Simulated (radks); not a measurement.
Results of a calculation; reference values are marked as such.
Task: Mean orbital radii <r> (bohr) of the scandium ion Sc+, [Ar] 3d1 4s1, of relativity; Dirac values are averaged over j with weights 2j + 1. Spin-unpolarised spherical Kohn-Sham, PBE, point nucleus unless stated (finite: rms radius 3.5459 fm), a radial shooting solver on a logarithmic mesh with Libxc functionals. A level marked "c x" has the speed of light scaled by that factor and shares open shells by 2j + 1; other Dirac levels either fill j = l - 1/2 first or share by 2j + 1.

| shell | non-rel. |
|---|---|
| 1s | 0.07360 |
| 2s | 0.3460 |
| 2p | 0.3086 |
| 3s | 1.081 |
| 3p | 1.169 |
| 3d | 1.687 |
| 4s | 3.386 |

Give the values at the level "Dirac, low j first".

Result: 
shell  Dirac, low j first  change of magnitude (%)
1s                0.07304                    -0.76
2s                 0.3433                    -0.78
2p                 0.3076                    -0.31
3s                  1.075                    -0.62
3p                  1.167                    -0.15
3d                  1.701                    +0.81
4s                  3.369                    -0.51
